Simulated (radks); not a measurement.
Kinetic energies: the exact non-interacting value of the Kohn-Sham orbitals and orbital-free approximations, as 100 (|E| - |E exact|)/|E exact|, negative where the magnitude is too small. Species: Ga+ [Ar] 3d10 4s2; Se4+ [Ar] 3d10 4s2; Br2+ [Ar] 3d10 4s2 4p3. All-electron calculation, non-relativistic Kohn-Sham, LDA (Slater exchange, Perdew-Wang correlation), spin-polarised, spherical densities, point nucleus. Program: a radial shooting solver on a logarithmic mesh with Libxc functionals. Every spin shell is full or empty, so the densities are truly spherical. Functionals are evaluated on that one density, not self-consistently.

[
 {"functional": "exact (hartree)", "Ga+": "1919.69", "Se4+": "2392.18", "Br2+": "2567.20"},
 {"functional": "Thomas-Fermi", "Ga+": "-6.27", "Se4+": "-6.04", "Br2+": "-5.95"},
 {"functional": "TF + vW/9", "Ga+": "-0.85", "Se4+": "-0.78", "Br2+": "-0.75"},
 {"functional": "APBEK", "Ga+": "0.00", "Se4+": "+0.06", "Br2+": "+0.08"},
 {"functional": "Thakkar", "Ga+": "-0.55", "Se4+": "-0.51", "Br2+": "-0.50"},
 {"functional": "Pearson", "Ga+": "-1.26", "Se4+": "-1.15", "Br2+": "-1.11"},
 {"functional": "LKT", "Ga+": "+23.00", "Se4+": "+22.30", "Br2+": "+22.00"},
 {"functional": "PG1", "Ga+": "+18.20", "Se4+": "+17.64", "Br2+": "+17.39"},
 {"functional": "DePristo-Kress", "Ga+": "-0.18", "Se4+": "-0.12", "Br2+": "-0.10"}
]
